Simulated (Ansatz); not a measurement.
`C#C[SiH2]C=O`, relaxed with RKS PBE-D4/def2-SVP in Ansatz 0.2.0 from a rough embedded geometry. The force threshold is 0.03 eV/Å; the program also tests the step.

The species carries charge 0 and has multiplicity 1.

Start:

```xyz
9

C     1.590   -0.933   -1.754
C     0.999   -0.398   -0.801
Si    0.151    0.469    0.680
C    -1.627    0.188    0.625
O    -2.356    0.737    1.540
H     1.993   -1.445   -2.558
H     0.792   -0.116    1.897
H     0.574    1.862    0.608
H    -2.116   -0.363   -0.237
```

Question: By how much does the energy fall, and how many steps does the optimiser take? (An estimate is asked.)

Answer: The calculation gave: 0.53 eV, in 6 steps.

Question: Which bonds change most? (Best estimate.)

Answer: The calculation gave: Si3–C4 from 1.801 to 1.953 Å; C2–Si3 from 1.914 to 1.834 Å; C4–O5 from 1.293 to 1.216 Å; C1–H6 from 1.035 to 1.083 Å.

Question: Give the relaxed structure. (Best estimate.)

Answer: Computed: 
```xyz
9

C     1.531   -0.958   -1.743
C     1.068   -0.376   -0.765
Si    0.275    0.459    0.663
C    -1.662    0.211    0.612
O    -2.351    0.680    1.498
H     1.949   -1.468   -2.602
H     0.773   -0.114    1.958
H     0.542    1.936    0.629
H    -2.127   -0.370   -0.248
```
